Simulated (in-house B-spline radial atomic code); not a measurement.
RPA and G0W0 on BHandHLYP: Re7+

Configuration [Xe] 4f14, mean-field start BHandHLYP. Computed with an all-electron radial atomic-structure program (B-spline basis): all electrons, scalar-relativistic (spin-free one-electron X2C), finite nucleus, each spin shell either full or empty, empty states to l = 9 with an (l + 1/2)⁻⁴ tail; G0W0 by contour deformation at full frequency.

Without the two-electron picture change, the correlation of inner shells comes somewhat too large for so heavy an element.

Command:
```bash
python run_gw.py task.json out
```
Settings (radii: box in bohr, nucleus in fm):
```
Z                        75
electrons                68
configuration            [Xe] 4f14
hamiltonian              x2c
method                   bhandhlyp
lmax                     9
rms_radius               5.3698
spin_polarised           False
box_radius               8.41
intervals                66
```

Run time, properties included: 6.1 s on 1 thread of Arm Neoverse N1, with other jobs on the host.

Energies (hartree):

```tsv
term	value
mean-field total	-16682.70073
Hartree-Fock functional on these orbitals	-16677.78613
direct second order	-6.9591
second-order exchange	1.7368
SOSEX correction	1.6342
```

What is the RPA correlation energy, and what remains with SOSEX?

RPA gives -6.1132 hartree (-2.45 eV per electron); RPA + SOSEX gives -4.479, and the second-order doubles -5.2223 hartree (no singles). SOSEX takes back 27 % of the RPA value.

Quasi-particle levels (eV):

```json
{"level": "5p", "occupied": "yes", "mean field": "-143.65", "Σx - vxc": "-4.22", "Σc": "?", "QP weight": "?", "G0W0": "?"}
{"level": "4f", "occupied": "yes", "mean field": "-148.00", "Σx - vxc": "-9.49", "Σc": "3.76", "QP weight": "0.956", "G0W0": "-153.73"}
{"level": "5d", "occupied": "no", "mean field": "-85.46", "Σx - vxc": "4.97", "Σc": "-1.84", "QP weight": "0.981", "G0W0": "-82.33"}
```

G0W0 = mean field + (Σx - vxc) + Σc, with Σc (partial-wave tail included) taken at the quasi-particle energy. Only the outer levels were computed. Levels of low weight are left out.

Where does G0W0 put 5p?

At -148.82 eV, with Σc = -0.94 eV and a quasi-particle weight of 0.973. The tabulated removal energy is 144.4 ± 0.4 eV (NIST, semi-empirical); the calculation leaves out spin-orbit coupling, Breit and QED terms, and what these don't explain is the method's own error.
